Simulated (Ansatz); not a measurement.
Reaction (ligand exchange at the Al–Se bond): `C[Se][Al]([F])[Cl]` + `O[Si](O)(O)O` → `O[Si](O)(O)[O][Al]([F])[Cl]` + `C[SeH]`

Gas-phase electronic energies from Ansatz, PBE0-D4/def2-TZVP geometries. CCSD(T)/CBS adds triple-zeta CCSD(T) − MP2 to the extrapolated MP2 energy (def2 sets, frozen cores). This one scheme is used for every species. DFT in def2-TZVPP. B3LYP here is the variant with VWN-RPA as its local correlation; programs differ in this. HSE06 is defined as in plane-wave codes. For Se outer-core shells are correlated without core-valence functions, which leaves a few kJ/mol of doubt a bond. Scalar relativity is left out up to krypton. Each species was taken in one conformer, which may not be the lowest.

`C[Se][Al]([F])[Cl]`:

```xyz
8

C     0.645   -0.397    1.235
Se    1.347    0.437   -0.402
Al   -0.606    0.548   -1.575
F    -0.607    1.186   -3.086
Cl   -2.405   -0.141   -0.781
H     0.235   -1.378    1.015
H    -0.109    0.239    1.691
H     1.500   -0.494    1.902
```

`O[Si](O)(O)O`:

Z-matrix (Å, degrees):
```
Si
O 1 1.631
O 1 1.631 2 106.4
O 1 1.631 2 106.4 3 -124.1
O 1 1.631 2 115.9 3 118.0
H 2 0.958 1 116.6 3 -36.8
H 3 0.958 1 116.6 2 160.8
H 4 0.958 1 116.6 2 36.8
H 5 0.958 1 116.6 2 81.2
```

`O[Si](O)(O)[O][Al]([F])[Cl]`:

Z-matrix (Å, degrees):
```
Si
O 1 1.633
O 1 1.630 2 114.5
O 1 1.628 2 105.8 3 -119.5
O 1 1.617 2 109.7 3 117.2
H 2 0.958 1 117.6 3 -75.2
H 3 0.958 1 117.1 2 -72.0
H 4 0.958 1 116.6 2 -27.5
Al 5 1.666 1 151.7 2 -165.5
F 9 1.636 5 118.6 1 146.8
Cl 9 2.068 5 122.8 1 -35.3
```

`C[SeH]`:

```xyz
6

C     0.231   -0.133    0.476
Se   -0.218   -0.389   -1.403
H     0.817    0.773    0.610
H     0.833   -0.996    0.760
H    -0.670   -0.107    1.085
H    -0.993    0.852   -1.529
```

| level | ΔE (kcal/mol) | difference from CCSD(T)/CBS |
| --- | --- | --- |
| LDA (SPW92) | -6.5 | 2.7 |
| revPBE-D4 | -6.5 | 2.7 |
| BLYP-D4 | -9.9 | -0.7 |
| r2SCAN-D4 | -9.0 | 0.2 |
| PBE0-D4 | -7.2 | 2.0 |
| B3LYP-D4 | -10.4 | -1.2 |
| r2SCANh-D4 | -9.1 | 0.1 |
| r2SCAN0-D4 | -9.2 | 0.0 |
| HSE06-D4 | -7.1 | 2.1 |
| BHLYP-D4 | -11.3 | -2.1 |
| CAM-B3LYP-D4 | -11.8 | -2.6 |
| ωB97X-V | -9.8 | -0.6 |
| ωB97M-V | -9.5 | -0.3 |
| B2PLYP | -10.5 | -1.3 |
| PBE-QIDH | -8.4 | 0.8 |
| revPBE | -6.6 | 2.6 |
| BLYP | -10.2 | -1.0 |
| r2SCAN | -8.9 | 0.3 |
| PBE0 | -7.3 | 1.9 |
| B3LYP | -10.6 | -1.4 |
| r2SCANh | -9.0 | 0.2 |
| r2SCAN0 | -9.1 | 0.1 |
| HSE06 | -7.1 | 2.1 |
| BHLYP | -11.7 | -2.5 |
| CAM-B3LYP | -11.8 | -2.6 |
| LC-ωPBE | -9.5 | -0.3 |
| RPA@PBE/def2-TZVPP | -10.9 | -1.7 |
| HF/def2-SVP | -14.1 | -4.9 |
| MP2/def2-SVP | -11.4 | -2.2 |
| CCSD/def2-SVP | -12.7 | -3.5 |
| CCSD(T)/def2-SVP | -12.1 | -2.9 |
| MP2/def2-TZVPP | -9.4 | -0.2 |
| SCS-MP2/def2-TZVPP | -10.8 | -1.6 |
| CCSD/def2-TZVPP | -11.1 | -1.9 |
| CCSD(T)/def2-TZVPP | -10.3 | -1.1 |
| HF/def2-QZVPP | -14.0 | -4.8 |
| SCS-MP2/def2-QZVPP | -10.5 | -1.3 |
| HF/CBS(def2) | -14.1 | -4.9 |
| MP2/CBS(def2) | -8.3 | 0.9 |
| CCSD/CBS(def2) | -10.0 | -0.8 |
| CCSD(T)/CBS | -9.2 | 0 |

Largest T1 diagnostic among the species: 0.011.

In def2-TZVPP, CCSD(T) changes the Hartree–Fock value by +3.0 kcal/mol (the triples alone add +0.8 kcal/mol) and MP2 by +3.9 kcal/mol. At CCSD(T), def2-SVP lies −2.9 kcal/mol from the extrapolated value and def2-TZVPP −1.1 kcal/mol. From PBE to PBE0 (25 % exact exchange), in def2-TZVPP and without D4, ΔE moves by −0.9 kcal/mol.
